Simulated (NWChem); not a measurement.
System: HSF₂ cation; SMILES F[SH+]F

Program: NWChem. Geometry: optimised at PBE0/def2-SVP. Vertical excitations in the gas phase; the lowest state need not have the same character in each row.

Q: Order these by “lowest excitation, singlet (eV)”, lowest first: BHandHLYP/def2-SVP, TDA; PBE/def2-SVP, TDA; B3LYP/def2-SVP, TDA.

A: PBE/def2-SVP, TDA (6.38), B3LYP/def2-SVP, TDA (6.79), BHandHLYP/def2-SVP, TDA (7.26)
